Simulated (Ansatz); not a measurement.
Input for Ansatz (a quantum-chemistry and plane-wave program): R-BLYP/def2-TZVPP on fluoroethane (SMILES CCF), a point of a torsion scan.

Ansatz 0.2 input:
```yaml
crystal:
  periodic: [false, false, false]
  atoms:
    - {symbol: C, position_ang: [0.78184432, 0.06531889, 0.05063475]}
    - {symbol: C, position_ang: [-0.72646083, -0.15349424, -0.03856602]}
    - {symbol: F, position_ang: [-1.38395348, 1.05311380, -0.12142119]}
    - {symbol: H, position_ang: [1.18599450, -0.34946934, 0.96919989]}
    - {symbol: H, position_ang: [1.29631304, -0.38594034, -0.79247048]}
    - {symbol: H, position_ang: [0.98381053, 1.13366356, 0.04153885]}
    - {symbol: H, position_ang: [-1.12616232, -0.65292234, 0.84916436]}
    - {symbol: H, position_ang: [-1.01258354, -0.71430613, -0.93340628]}
basis:
  gaussian:
    orbitals: def2-TZVPP
hamiltonian:
  xc: {name: BLYP}
scf: {lower_state_search: off}
```

Program output:

```
WARN ansatz: RAYON_NUM_THREADS=1 ignored (pool sized by the plan → 1); use --threads N
Functional definition: BLYP
these checks for a lower state are left out or cut short: stability, starts, cluster_reference, orbital_swaps, neighbouring_geometries, increment
integrals: 0.05 GiB planned
811 factors; their error is unknown
mean field: 0.50 GiB planned
mean field evaluation 1: about -4863.8436 eV, gradient 6.4e1 eV
mean field evaluation 2: about -4852.1389 eV, gradient 8.9e1 eV
mean field evaluation 4: about -4872.8907 eV, gradient 4.0e0 eV
mean field evaluation 8: about -4872.9232 eV, gradient 1.6e-1 eV
mean field evaluation 16: about -4872.8964 eV, gradient 9.4e-5 eV
mean field -4872.89640997 eV, -179.0756400984 hartree, gradient 2.3e-6 eV, S^2 0.000000; 0 other end points of the search recorded, 0 dependent functions left out
reference -4872.89671397 eV, -179.0756512702 hartree; 13, 13 occupied and 150, 150 virtual orbitals, 811 factors
Total energy: -4872.89671397 eV, -179.0756512702 hartree
Checks for a lower state left out: stability, starts, cluster_reference, orbital_swaps, neighbouring_geometries, increment
```

The run converged.

Cost: around 1.1 core-seconds (rough).
